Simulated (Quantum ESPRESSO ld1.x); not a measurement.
Pr XLIX, 11 electrons, occupied as [Ne] 3s1.

Method: scalar-relativistic Kohn-Sham, LDA (Slater exchange, VWN5 correlation), spin-polarised, spherical densities, point nucleus; open shells are filled with parallel spins first; computed with ld1.x of Quantum ESPRESSO 7.5.

Energy parts (eV):
total: -187313.0
kinetic: 201937.7
electron-nucleus: -404598.4
Hartree: 18059.8
exchange-correlation: -2712.1

Orbitals (lengths in bohr, moments of r in powers of bohr; <r^-3> diverges for s and p1/2):
orbital,occ.,eigenvalue (eV),<1/r>,<r^-3>
1s up,1,-45217.5,64.68,-
1s down,1,-45213.9,64.67,-
2s up,1,-9953.20,15.19,-
2s down,1,-9949.35,15.19,-
2p up,3,-9287.31,14.33,8796
2p down,3,-9283.89,14.34,8800
3s up,1,-4099.51,6.264,-
3s down,0,-4075.91,6.271,-
3p up,0,-3897.67,5.990,2388
3p down,0,-3875.18,6.000,2399
3d up,0,-3693.78,5.719,348.9
3d down,0,-3676.20,5.737,352.0
4s up,0,-2211.95,3.400,-
4s down,0,-2202.03,3.382,-

The highest occupied level is 3s up at -4099.5 eV. Spin moment in Bohr magnetons: 1. Summed over all electrons, <r^2> = 0.1497 bohr^2, which gives a Langevin (diamagnetic) susceptibility term of -0.119 x 10^-6 cm^3/mol. The density falls to 0.001 e/bohr^3 at r = 0.63 bohr.
